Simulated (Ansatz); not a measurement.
Basis-set extrapolation for `NC1(F)BO1` (PBE0-D4/def2-TZVP geometry, frozen core, the Gaussian-basis code of Ansatz). Multiplicity 1, RHF reference.

```tsv
	def2-TZVPP	def2-QZVPP
HF	-293.158383	-293.171695
MP2 correlation	-0.945671	-1.020698
CCSD(T) correlation	-0.998853	not run
```

Energies in hartree. Use E(X) = E(∞) + A·exp(−7.88·√X) for Hartree–Fock and E(X) = E(∞) + B·X^(−2.97) for correlation, with X = 3 and 4, and add CCSD(T) minus MP2 of the smaller set to the MP2 limit.

Problem. What is the CCSD(T) energy at the basis-set limit?

Solution. HF limit: -293.171695 + (-0.013312) × 0.13774 = -293.17353. MP2 limit: -1.020698 + (-0.075027) × 0.74074 = -1.07627. Higher-order term: -0.998853 − (-0.945671) = -0.05318. Total: -294.30298 hartree, 3.97 eV below CCSD(T)/def2-TZVPP.
